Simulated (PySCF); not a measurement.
**Selenium: a sound run and one with changed settings**

Sound run: Se²⁺ [Ar] 3d10 4s2 4p2, Se³⁺ [Ar] 3d10 4s2 4p1. All numbers are calculated (PySCF 2.14, the non-relativistic Hamiltonian (point nucleus), in def2-SVP (5s4p3d, 32 functions)). In the sound run the correlated levels freeze [Ar] 3d10. The sound run starts from symmetry-adapted Hartree-Fock orbitals and uses a fine grid where one is needed.

Changed run: scalar relativity by spin-free X2C-1e. This setting is unsound on purpose.

| species | method | sound run (hartree) | changed run (hartree) | converged |
| --- | --- | --- | --- | --- |
| Se²⁺ | UHF | -2398.44768 | -2420.37701 | yes |
| Se²⁺ | M06-2X | -2400.09533 | -2422.02234 | yes |
| Se²⁺ | PBE | -2399.69252 | -2421.61863 | yes |
| Se²⁺ | MP2 | -2398.49403 | -2420.42306 | yes |
| Se²⁺ | CCSD(T) | -2398.51229 | -2420.44083 | yes |
| Se³⁺ | UHF | -2397.31118 | -2419.23552 | yes |
| Se³⁺ | M06-2X | -2398.94353 | -2420.86594 | yes |
| Se³⁺ | PBE | -2398.53217 | -2420.45292 | yes |
| Se³⁺ | MP2 | -2397.34768 | -2419.27177 | yes |
| Se³⁺ | CCSD(T) | -2397.36469 | -2419.28822 | yes |

Ionisation energy of Se²⁺:

| method | sound run (eV) | changed run (eV) |
| --- | --- | --- |
| UHF | 30.926 | 31.062 |
| M06-2X | 31.342 | 31.467 |
| PBE | 31.575 | 31.721 |
| MP2 | 31.194 | 31.328 |
| SCS-MP2 | 31.125 | 31.260 |
| CCSD | 31.221 | 31.357 |
| CCSD(T) | 31.228 | 31.364 |

Most of the change in total energy is the relativistic energy itself. On top of that the contraction fixes the core shape for the Hamiltonian it was made with, so the changed run is not a good calculation with the other Hamiltonian either.

For comparison, NIST gives 31.697 ± 0.019 eV between the lowest levels.
